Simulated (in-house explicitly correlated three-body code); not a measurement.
Values are calculated unless marked as measured or tabulated.
## Taking the two-electron ground state apart, Z = 1.68

A variational code in 260 exponentially correlated functions gives, for two electrons around a point charge Z = 1.68 (non-relativistic, fixed nucleus, atomic units): E = -1.925545, <1/r> = 1.368489 per electron, <1/r12> = 0.747032. From its density, U = 1.646687 (Hartree energy) and T_s = 1.890644 (kinetic energy of the doubly filled orbital √(n/2)). Further, <r²> = 1.89092 per electron, <r12²> = 4.01389 and <p1·p2> = 0.118249.

Task: Check the virial theorem, and compare with the screened hydrogenic estimate.

Result: V = −2Z<1/r> + <1/r12> = -4.598123 + 0.747032 = -3.851091, and 2E = -3.851090, so T = −E = 1.925545. A product of 1s orbitals with exponent Z − 5/16 = 1.3675 gives −1.3675² = -1.87006, which is 55.5 millihartree too high.

Task: Find the exchange and correlation energies of density-functional theory.

Result: For two electrons in one orbital E_x = −U/2 = -0.823344. The potential part of correlation is U_c = <1/r12> − U − E_x = -0.076311, the kinetic part T_c = T − T_s = 0.034901, and E_c = T_c + U_c = -0.041410 hartree. Restricted Hartree-Fock gives -1.884256, so the correlation energy of wave-function theory is -0.041289.

Task: What do the second moments say about angular correlation and diamagnetism?

Result: From r12² = r1² + r2² − 2 r1·r2, <r1·r2> = <r²> − <r12²>/2 = -0.11603 bohr². It vanishes for a product of s orbitals, and its negative sign shows that the electrons favour opposite sides of the nucleus. The Langevin susceptibility is −0.79199e-6 × 2<r²> = -2.995e-6 cm³/mol.

Task: How does a model nuclear mass of 3.4 u change the ionisation energy, to first order in m/M (1 hartree = 27.211386 eV)?

Result: m/M = 1/(3.4 × 1822.8885) = 1.61347e-04. With a fixed nucleus the second electron is bound by −Z²/2 − E = 0.514345 hartree = 13.9960 eV. The reduced mass scales this by 1 − m/M, a change of -2.258 meV. The mass-polarisation term raises the two-electron state by (m/M)<p1·p2> = 19.08 microhartree, a further -0.519 meV. The sum is 13.9933 eV, before relativistic and QED terms.
